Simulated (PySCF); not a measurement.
Electron correlation in K⁻ (potassium, charge -1)

[Ar] 4s2, closed-shell 1S. Computed with PySCF 2.14 in dyall-acv3z (25s18p7d3f, 135 functions), with scalar relativity by spin-free X2C-1e. Frozen: [Ar]; 2 electrons correlated; the 43 highest virtual orbitals of each spin left out.

With two correlated electrons CCSD is exact within the correlated space (frozen core and kept virtual orbitals).

```csv
level,correlation energy (mhartree)
CCSD,-21.07
```

Diagnostics: T1 = 0.061, D1 = 0.0862, largest double amplitude 0.100.

**Question.** Is a single reference adequate?

**Answer.** Not fully. T1 exceeds 0.03, a sign that the reference determinant is poor.
